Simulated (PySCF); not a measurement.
Isomers of C3H11ClSi2, one GFN2-xTB conformer each. Single-point energies are computed at PBE0/pcSseg-1 (PySCF, gas phase, no added dispersion term), electronic only.

Problem. Rank them by PBE0/pcSseg-1 energy, lowest first (kJ/mol).
A. `[CH3:1][SiH2:2][CH2:3][SiH2:4][CH2:5][Cl:6]` with C1–Si2–C3–Si4 49°, Si2–C3–Si4–C5 62°, C3–Si4–C5–Cl6 -74°
B. `[SiH3:1][CH2:2][CH2:3][SiH2:4][CH2:5][Cl:6]` with Si1–C2–C3–Si4 72°, C2–C3–Si4–C5 172°, C3–Si4–C5–Cl6 63°
C. `[CH3:1][CH2:2][Si@@H:3]([SiH3:4])[CH2:5][Cl:6]` with C1–C2–Si3–Si4 -177°, C2–Si3–C5–Cl6 -178°

Solution. A (0.0), C (45.2), B (64.6).

GFN2-xTB itself gives, in the same order: 7.4, 20.0, 0.0. GFN2-xTB puts [SiH3]CC[SiH2]CCl lowest instead; measured from each level's own lowest isomer, the values differ by up to 64.6 kJ/mol ([SiH3]CC[SiH2]CCl: 0.0 against 64.6).

Problem. Which frontier levels, dipoles and rotational constants go with these structures?

Solution. 
```csv
SMILES,"HOMO (eV, PBE0/pcSseg-1)",LUMO (eV),dipole (D),"A, B, C (MHz)"
C[SiH2]C[SiH2]CCl,-7.98,0.42,1.78,"2054, 1250, 931.6"
CC[Si@@H]([SiH3])CCl,-7.89,-0.16,2.55,"1812, 1191, 761.6"
[SiH3]CC[SiH2]CCl,-7.96,0.24,2.02,"3531, 690.8, 651.9"
```
